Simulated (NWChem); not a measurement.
# CH₃NO₃Si; SMILES O=C=N[SiH](O)O

```xyz
9

Si    -0.0201     0.9204     0.3752
O     -1.4228     1.5368    -0.2624
O      1.2923     1.6865    -0.3118
N      0.1744    -0.7762     0.0397
C      0.0334    -1.9783    -0.0256
O     -0.0711    -3.1521    -0.1103
H     -0.1349     1.1108     1.8444
H     -1.4332     1.6366    -1.2309
H      2.0421     1.1005    -0.5135
```
Atoms are numbered in this order, from 1.

Program: NWChem. Pople sets run with spherical d functions. Coordinates come from a PBE-D3(BJ)/def2-SVP optimisation. Total energies compare along this basis series because the functional is fixed.

| level | basis functions | energy (Ha) | highest occupied level (eV) | orbital gap (eV) | dipole (D) |
|---|---|---|---|---|---|
| Hartree-Fock/STO-3G | 37 | -600.0530 | -8.37 | 17.60 | 1.43 |
| Hartree-Fock/3-21G | 64 | -604.4269 | -12.08 | 16.67 | 1.72 |
| Hartree-Fock/6-31G* | 94 | -607.7054 | -12.29 | 16.53 | 1.68 |
| Hartree-Fock/6-31+G* | 118 | -607.7186 | -12.49 | 13.79 | 1.65 |
| Hartree-Fock/6-311G** | 134 | -607.8277 | -12.39 | 16.05 | 1.59 |
| Hartree-Fock/6-311++G** | 161 | -607.8364 | -12.52 | 13.57 | 1.56 |
